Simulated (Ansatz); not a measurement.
## Energy profile

The step: SiNH₃SF₂ ([NH2][Si]([F])([F])[SH]) → SiNHF₂ ([NH][Si]([F])[F]) + H₂S (still joined by a long Si–S bond); bonds formed: S2–H4; bonds broken: N3–H4; bonds weakened to dative contacts: Si1–S2 (atoms numbered as in the saddle structure below).

| atom | x (Å) | y (Å) | z (Å) |
| --- | --- | --- | --- |
| Si1 | -0.1992 | -0.2235 | 0.7175 |
| S2 | 1.0297 | 1.1869 | -0.6872 |
| N3 | -1.3428 | -0.4021 | -0.3761 |
| H4 | 0.0816 | 0.6287 | -1.5034 |
| F5 | 0.9404 | -1.2815 | 1.0659 |
| F6 | -0.2730 | 0.6259 | 2.0586 |
| H7 | 1.9996 | 0.3148 | -1.0221 |
| H8 | -2.2363 | -0.8493 | -0.2531 |

Electronic energies by CCSD(T) at an estimated basis limit (MP2 extrapolated from triple and quadruple zeta, plus CCSD(T) − MP2 in triple zeta), on PBE0-D4/def2-TZVP structures; SiNH3SF2, singlet; no counterpoise correction. Computed with Ansatz 0.2.0 (basis: def2-TZVPP and def2-QZVPP); correlated methods freeze the cores. Extrapolation: Hartree–Fock as exp(−7.88 √X), correlation as X^−2.97.

(1) Give the profile in kcal/mol, counted from the start structure. (To be estimated.)

No T1 diagnostic of these runs exceeds 0.015.

Results:

(1) Computed:
```csv
point,kcal/mol
start structure,0.00
saddle,67.78
end structure,66.32
"separated: SiNHF2 (linked as [NH][Si]([F])[F]; Si1, N3, F5, F6, H8; singlet) + H2S (S2, H4, H7; singlet)",80.13
```

For scale, one of the runs: CCSD(T)/def2-TZVPP, 219 basis functions (an equivalent command: `ansatz run in.yaml --threads 4`). Hardware: 4 CPU threads, shared host. Wall time 92 s; peak host memory 3.3 GiB.
